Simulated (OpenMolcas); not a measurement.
Mn²⁺: Racah parameters, worked from levels

```
Program             : OpenMolcas
Basis               : ANO-RCC-VTZP [6s5p3d2f1g]
Scalar Hamiltonian  : DKH2, point nucleus
Active space        : 5 electrons in 10 orbitals (3d 4d)
State averaging     : 2S+1 = 6 even, 1 root; 2S+1 = 4 even, 24 roots; 2S+1 = 2 even, 58 roots
Spin-orbit coupling : state interaction with AMFI integrals over the reference wave functions, term energies averaged over their components
```

Methods: CASSCF; MS-CASPT2, IPEA 0.25 Eh, imaginary shift 0.1 Eh (closed shells correlated: 3s 3p).

**Racah parameters.** Above ⁶S, d5 has ⁴D at 17B + 5C, ⁴G at 10B + 5C and ⁴P at 7B + 7C. The first two fix B and C, and the third tests them; where it misses by thousands of cm-1, two parameters do not describe the configuration (Trees and configuration-interaction terms are left out) and B and C hang on the terms chosen. Term energies are centres of gravity, weighted by 2J + 1.

```tsv
Source	⁴D	⁴G	B	C	C/B	⁴P from B, C	⁴P found
CASSCF	38338	30812	1075	4012	3.73	35609	35167
MS-CASPT2	33928	28286	806	4045	5.02	33957	31051
```

Energies in cm-1. From CASSCF to MS-CASPT2, B changes by -25.0 % and C by +0.8 %.

Term energies are means over components that CASPT2 splits; among the terms shown or strongly mixed into the levels shown the widest spread is 190 cm-1 (3d⁵ ⁴G, MS-CASPT2). Active for correlation alone: 4d; no level in the range computed is led by a configuration that fills it, so any true level of that kind is missing. Without dynamic correlation excited terms often stand tens of per cent too high (terms of higher spin than the ground term too low), and those without a measured partner can miss by more than the paired ones (holds for CASSCF). Levels of configurations outside the active space are missing.
